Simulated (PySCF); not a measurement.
# Property card for allyl methyl carbonate (`C=CCOC(=O)OC`)

Compound: allyl methyl carbonate, C₅H₈O₃.
Atom-mapped SMILES: `[CH2:1]=[CH:2][CH2:3][O:4][C:5](=[O:6])[O:7][CH3:8]` (hydrogens: H9, H10 on C1; H11 on C2; H12, H13 on C3; H14, H15, H16 on C8)

Geometry (GFN2-xTB, Å), atoms numbered from 1 in this order:
```xyz
16
C5H8O3 angstrom
C     -2.2759    0.8182    0.2871
C     -2.2527   -0.4709    0.0117
C     -1.1581   -1.4184    0.4062
O     -0.0509   -0.7766    1.0326
C      0.8559   -0.2481    0.2122
O      0.8539   -0.3217   -0.9835
O      1.7885    0.3578    0.9504
C      2.8478    0.9743    0.2296
H     -1.4825    1.2943    0.8390
H     -3.0878    1.4496   -0.0276
H     -3.0536   -0.9441   -0.5394
H     -0.8089   -1.9587   -0.4827
H     -1.5278   -2.1378    1.1432
H      3.6709    1.0789    0.9319
H      2.5332    1.9550   -0.1332
H      3.1402    0.3571   -0.6214
```

Among its groups: carbonate and C=C double bond.

From GFN2-xTB geometry:

```yaml
Point_group_of_the_GFN2-xTB_geometry: C1
Rotational_constants_A_B_C_of_the_GFN2-xTB_geometry: 4.560, 1.206, 1.157 GHz
```

From PBE0/pcSseg-1 ground state and GIAO shieldings, non-relativistic (PySCF):

```yaml
Dipole_moment: 0.24 D
HOMO_energy: -7.70 eV
LUMO_energy: 0.30 eV
HOMO–LUMO_gap: 8.00 eV
Lowest_Hirshfeld_atomic_charge: -0.27 e on O6
Highest_Hirshfeld_atomic_charge: +0.26 e on C5
13C_chemical_shifts_computed_TMS_as_zero_by_class: 163.4 (C5), 142.2 (C2), 118.9 (C1), 70.5 (C3), 56.1 (C8) ppm
1H_chemical_shifts_computed_TMS_as_zero_by_class: 6.06 (H11), 5.56 (H9), 5.50 (H10), 4.90 (H12/H13), 4.01 (H14/H15/H16) ppm
Isotropic_shieldings_of_nuclei_other_than_C_and_H_by_class: 29 (O6), 180 (O4), 192 (O7) ppm
Mayer_bond_orders_between_heavy_atoms: C1–C2 2.00, C2–C3 1.03, C3–O4 0.88, O4–C5 1.08, C5–O6 1.92, C5–O7 1.10, O7–C8 0.87
```

Monoisotopic mass (most abundant isotopes): 116.0473 u.

With B = h/(8π²I), that is 505.379 GHz u Å² over I, the principal moments of inertia are 110.8, 419.1 and 436.7 u Å² (most abundant isotopes); the inertial defect Ic − Ia − Ib is -93.2 u Å² (zero for a rigid planar frame, negative otherwise). In atomic units the dipole is 0.09 e·bohr (1 au = 2.5417 D). The rotational constants make it an asymmetric top with κ = (2B − A − C)/(A − C) = -0.97, nearer the prolate limit (−1).

The structure is a single GFN2-xTB conformer in the gas phase; no vibrational or solvent corrections. GFN2-xTB frequencies show an imaginary mode (34i cm⁻¹), so this geometry is no minimum at that level. NMR classes are plain means over equivalent atoms (diastereotopic ones count apart unless rotation or inversion swaps them), as if these changed places fast; in this geometry the members of some classes differ.

For the NMR shielding job (PBE0/pcSseg-1), the run took 18 s wall on one thread, Intel Xeon 6975P-C (x86_64) (shared host), and the process peaked at 0.95 GiB of memory.
